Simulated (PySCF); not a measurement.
Ligand exchange on a metal centre used in film growth or etching (Ti Cl-Br). All species are isolated molecules in the gas phase.

The numbers are results of TPSSh-D3(BJ)/def2-TZVP // BP86-D3(BJ)/def2-SVP in PySCF, not measurements. 

```
species                                    coordination number  LUMO (eV)  HOMO (eV)
-----------------------------------------  -------------------  ---------  ---------
0 of 4 Cl replaced by Br ([Ti(Cl)4])                         4      -4.32      -8.92
1 of 4 Cl replaced by Br                                     4      -4.30      -8.52
2 of 4 Cl replaced by Br ([Ti(Cl)2(Br)2])                    ?      -4.29      -8.29
3 of 4 Cl replaced by Br ([Ti(Cl)(Br)3])                     ?      -4.27      -8.16
4 of 4 Cl replaced by Br                                     4          ?      -8.15
```

Task: Some entries are withheld; supply them.

Result: 
- 2 of 4 Cl replaced by Br ([Ti(Cl)2(Br)2]), coordination number: 4
- 3 of 4 Cl replaced by Br ([Ti(Cl)(Br)3]), coordination number: 4
- 4 of 4 Cl replaced by Br, LUMO (eV): -4.26
